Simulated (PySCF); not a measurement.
F₄MoO (SMILES [O]=[Mo]([F])([F])([F])[F]), singlet, at a GFN2-xTB geometry (such geometries of metal compounds can be far from the true shape) (all electrons, no relativity).

Here is a job for PySCF.
```python
from pyscf import gto, scf, dft

mol = gto.M(
    atom='''
Mo    0.061471   -0.033879    0.057937
O     1.149848   -0.633722    1.083749
F    -1.126094    0.620631   -1.061361
F     0.003149    1.590718    0.785069
F     1.037051   -0.287497   -1.410177
F    -1.223057   -1.202442    0.452762
''',
    basis='3-21g',
    charge=0,
    spin=0,
    verbose=5,
)

mf = dft.RKS(mol)
mf.xc = 'pbe0'
mf.kernel()
```

Task: What does this run give for the HOMO energy, HOMO-LUMO gap, dipole moment, nuclear repulsion energy?

Result: 
| Quantity | Result |
|---|---|
| HOMO energy | -10.18 eV |
| HOMO-LUMO gap | 6.45 eV |
| dipole moment | 0.54 D |
| nuclear repulsion energy | 713.8506 Eh |
